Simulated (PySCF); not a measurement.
Output of ΔSCF core-hole calculations on `FB(F)[C@@H]1OC=C1F`.

Computed with delta-SCF UKS SCAN, pcX-2 on the ionised atom, pcseg-1 elsewhere, spin-free X2C in PySCF 2.14.0. The program numbers atoms from 0. The cycles run on a coarse integration grid; for E(ground) and E(ion) the exchange–correlation energy is redone on a finer one, so they differ from the last cycle, and only they enter the binding energy.

Coordinates (Å, GFN2-xTB):
```
F     -2.223659    -0.668198    -1.358601
B     -1.558793    -0.051988    -0.411087
F     -2.085168     1.066898     0.011528
C     -0.170991    -0.613059     0.124114
O      0.247392    -0.098269     1.414447
C      1.310561     0.550420     0.812212
C      1.044456     0.109505    -0.416583
F      1.526742     0.258518    -1.646447
H     -0.099076    -1.702604     0.104889
H      2.017417     1.153432     1.343002
```

```
ground state, core basis on atom 6 (C), 153 functions
  cycle   1  E = -515.27931198  |g| = 6.05e-02
  cycle   2  E = -515.27905415  |g| = 4.08e-02
  cycle   3  E = -515.27904196  |g| = 4.08e-02
  cycle   4  E = -515.27940917  |g| = 1.13e-02
  cycle   5  E = -515.27943325  |g| = 1.27e-03
  cycle   6  E = -515.27943423  |g| = 3.72e-04
  E(ground) = -515.27650758 Eh
hole in C 1s of atom 6
  cycle   1  E = -503.93397550  |g| = 1.52e+00
  cycle   2  E = -501.48807080  |g| = 2.62e+00
  cycle   3  E = -504.19641858  |g| = 8.73e-01
  cycle   4  E = -504.40038020  |g| = 5.31e-01
  ...
  cycle  11  E = -504.50632093  |g| = 1.51e-03
  cycle  12  E = -504.50632323  |g| = 8.85e-04
  cycle  13  E = -504.50632218  |g| = 4.50e-04
  E(ion) = -504.50434165 Eh   <S^2> = 0.7973   hole on atom = 1.000
```

Task: What is the C 1s binding energy of atom 6?

Result: (-504.504342 − (-515.276508)) Eh × 27.2114 eV/Eh = 293.13 eV, for the vinylic C–F carbon.

```
ground state, core basis on atom 0 (F), 153 functions
  cycle   1  E = -515.20195361  |g| = 8.46e-01
  cycle   2  E = -514.86122305  |g| = 1.63e+00
  cycle   3  E = -515.29726991  |g| = 2.87e-01
  cycle   4  E = -515.31429358  |g| = 9.68e-02
  cycle   5  E = -515.31601084  |g| = 3.43e-02
  cycle   6  E = -515.31628280  |g| = 9.99e-03
  cycle   7  E = -515.31629954  |g| = 4.55e-03
  cycle   8  E = -515.31630362  |g| = 6.31e-04
  cycle   9  E = -515.31630469  |g| = 2.19e-04
  E(ground) = -515.31535151 Eh
hole in F 1s of atom 0
  cycle   1  E = -488.92665497  |g| = 2.58e+00
  cycle   2  E = -487.95101802  |g| = 2.34e+00
  cycle   3  E = -489.32020093  |g| = 9.49e-01
  cycle   4  E = -489.71935424  |g| = 4.48e-01
  ...
  cycle   9  E = -489.80401794  |g| = 3.60e-03
  cycle  10  E = -489.80402298  |g| = 7.87e-04
  cycle  11  E = -489.80402260  |g| = 3.26e-04
  E(ion) = -489.81075605 Eh   <S^2> = 0.7565   hole on atom = 1.000
```

Task: What is the F 1s binding energy of atom 0?

Result: (-489.810756 − (-515.315352)) Eh × 27.2114 eV/Eh = 694.01 eV, for the boron-bound fluorine.

The ground state is recomputed for each atom, because the flexible core basis sits on the ionised atom alone; energies of different blocks can't be mixed. The structure is a single GFN2-xTB conformer in the gas phase; no vibrational or solvent corrections.

Conformer computed: `[F:1][B:2]([F:3])[C@@H:4]1[O:5][CH:6]=[C:7]1[F:8]`: F1–B2–C4–O5 -162°.
Labels such as C1 count atoms from 1, the log's own numbers from 0.
